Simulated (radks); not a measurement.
The ytterbium ion Yb68+, configuration 1s1 2p1 (not the ground configuration).

All-electron calculation, Dirac Kohn-Sham, exchange-only B88, spin-unpolarised, spherical densities, point nucleus; open shells fill j = l - 1/2 first. Program: a radial shooting solver on a logarithmic mesh with Libxc functionals.

Energy parts (hartree):
part                  energy
total             -3282.1208
kinetic            3842.2109
electron-nucleus  -7147.6176
Hartree              51.1405
exchange            -27.8546

Orbitals (lengths in bohr, moments of r in powers of bohr; r(max) is where P^2 peaks; r(90%) holds 90 % of the orbital's charge):
| orbital | occ. | eigenvalue (hartree) | r(max) | r(90%) | small-component weight |
|---|---|---|---|---|---|
| 1s1/2 | 1 | -2592.990 | 0.01229 | 0.0353 | 7.00e-02 |
| 2s1/2 | 0 | -648.7898 | 0.06792 | 0.121 | 1.75e-02 |
| 2p1/2 | 1 | -645.0734 | 0.05001 | 0.105 | 1.74e-02 |
| 2p3/2 | 0 | -599.0819 | 0.05599 | 0.113 | 1.62e-02 |
| 3p1/2 | 0 | -279.5467 | 0.1597 | 0.249 | 7.53e-03 |
| 3p3/2 | 0 | -265.9639 | 0.1697 | 0.261 | 7.16e-03 |
| 3d3/2 | 0 | -265.1019 | 0.1262 | 0.224 | 7.13e-03 |
| 3d5/2 | 0 | -261.2627 | 0.1292 | 0.228 | 7.02e-03 |

The highest occupied level is 2p1/2 at -17553.3 eV. The configuration is held as typed, so some empty levels lie below it. Summed over all electrons, <r^2> = 0.005526 bohr^2, which gives a Langevin (diamagnetic) susceptibility term of -0.00438 x 10^-6 cm^3/mol.
